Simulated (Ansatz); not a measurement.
Stepwise reaction of `CB(C)O` with hydrogen sulfide, as a gas-phase model of exchange steps in deposition or etching. ΔE in kJ/mol.

Calculated with Ansatz (gas phase, PBE0-D4/def2-TZVP geometries, no zero-point term in ΔE). CCSD(T)/CBS is the MP2 limit (def2-TZVPP, def2-QZVPP) plus CCSD(T) − MP2 in def2-TZVPP, frozen cores. This one scheme is used for every species. DFT in def2-TZVPP. B3LYP here is the variant with VWN-RPA as its local correlation; programs differ in this. Each species was taken in one conformer, which may not be the lowest.

```tsv
step	reaction	PBE-D4	B3LYP-D4	ωB97M-V	CCSD(T)/CBS
1	`CB(C)O` + H₂S → `CB(O)S` + CH₄	-75.9	-73.2	-69.9	-71.5
```

Problem. Give the row of step 2, `CB(O)S` + H₂S → `OB(S)S` + CH₄. (An estimate is asked.)

Solution. The calculation gave: 
```tsv
step	reaction	PBE-D4	B3LYP-D4	ωB97M-V	CCSD(T)/CBS
2	`CB(O)S` + H₂S → `OB(S)S` + CH₄	-62.9	-60.5	-56.8	-58.1
```

Problem. By hand: ΔE of the 2 steps together at CCSD(T)/CBS.

Solution. (-71.5) + (-58.1) = -129.6 kJ/mol, or -64.8 kJ/mol a step.

In ΔE each step is higher than the one before. All are downhill at CCSD(T)/CBS. PBE-D4 differs from CCSD(T)/CBS by -4.8 to -4.4 kJ/mol a step. Isolated molecules leave out the surface, adducts and barriers. Largest T1 diagnostic: 0.013.
